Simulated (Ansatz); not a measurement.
ClGeH$_{5}$OSi, SMILES `Cl[SiH2][O][GeH3]`. Charge 0, multiplicity 1.

| atom | x (Å) | y (Å) | z (Å) |
| --- | --- | --- | --- |
| Cl1 | 1.6483 | -0.3190 | -1.9026 |
| Si2 | 0.5733 | -1.3555 | -0.4806 |
| O3 | 0.0461 | -0.3509 | 0.6701 |
| Ge4 | -0.6622 | 1.2881 | 0.6849 |
| H5 | -0.5505 | -1.9957 | -1.2030 |
| H6 | 1.4770 | -2.3532 | 0.1282 |
| H7 | -1.6978 | 1.3726 | -0.4469 |
| H8 | 0.4780 | 2.2932 | 0.4843 |
| H9 | -1.3121 | 1.4204 | 2.0656 |

(1) What are the harmonic wavenumbers in cm⁻¹ at PBE0-D4/def2-TZVP (Ansatz, finite differences of forces, unscaled)? (An estimate is asked.)

(2) Is this a minimum?

(3) Give the ideal-gas thermochemistry at 298.15 K and 1 bar (rigid rotor, harmonic oscillator; point group C1, symmetry number 1).

(4) And at 400, 500, 600, 800 and 1000 K?

(5) Rotational constants (cm⁻¹)?

## Answers

(1) Ansatz gave: 32, 54, 81, 277, 495, 558, 624, 644, 657, 736, 844, 870, 873, 907, 971, 1060, 2165, 2182, 2192, 2244, 2268.

(2) Yes, all 21 modes are real.

(3) Zero-point energy 124.0 kJ/mol; H(298) − E = 144.9 kJ/mol; entropy 370.3 J/(mol·K), of which translation 171.9, rotation 118.1, vibration 80.2; G(298) − E = 34.4 kJ/mol. Modes under 100 cm⁻¹ are hindered rotations or soft bends, so the harmonic entropy is rough.

(4) 
```csv
T (K),H − E (kJ/mol),S (J/mol/K),G − E (kJ/mol)
400,156.3,403.2,-5.0
500,169.2,432.0,-46.8
600,183.4,457.9,-91.3
800,214.7,502.7,-187.5
1000,248.7,540.6,-291.9
```

(5) 0.1914, 0.03946, 0.03377.
